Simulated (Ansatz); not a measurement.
Consider the formal hydrolysis of the Si–C bond: `C[SiH2]C(=N)Cl` + H₂O → `C[SiH2]O` + `N=CCl`.

Computed with Ansatz on PBE0-D4/def2-TZVP structures; ΔE is electronic, products minus reactants. CBS: MP2 limit from def2 TZ/QZ plus the TZ coupled-cluster correction, frozen cores. This one scheme is used for every species. DFT in def2-TZVPP. Each species was taken in one conformer, which may not be the lowest.

| level | ΔE (kJ/mol) |
| --- | --- |
| PBE0-D4 | -70.6 |
| CAM-B3LYP-D4 | -83.0 |
| PBE-QIDH | -78.3 |
| PBE | -69.5 |

**Question.** What does CCSD(T)/CBS give? (Estimate.)

**Answer.** The calculation gave: -73.0 kJ/mol. The listed levels differ from it by 2.4, -10.0, -5.3, 3.5 kJ/mol.

Largest T1 diagnostic among the species: 0.013.

Leaving LDA and LC-ωPBE aside and taking each functional with its dispersion term where it has one, the values, not all of them listed here, spread over 23.3 kJ/mol, from BHLYP-D4 to revPBE-D4. From BLYP to BHLYP (50 % exact exchange), in def2-TZVPP and without D4, ΔE moves by −12.3 kJ/mol.

CCSD(T)/CBS has its own doubt, a few kJ/mol and more with outer-core shells, so smaller differences from it don't rank the levels.
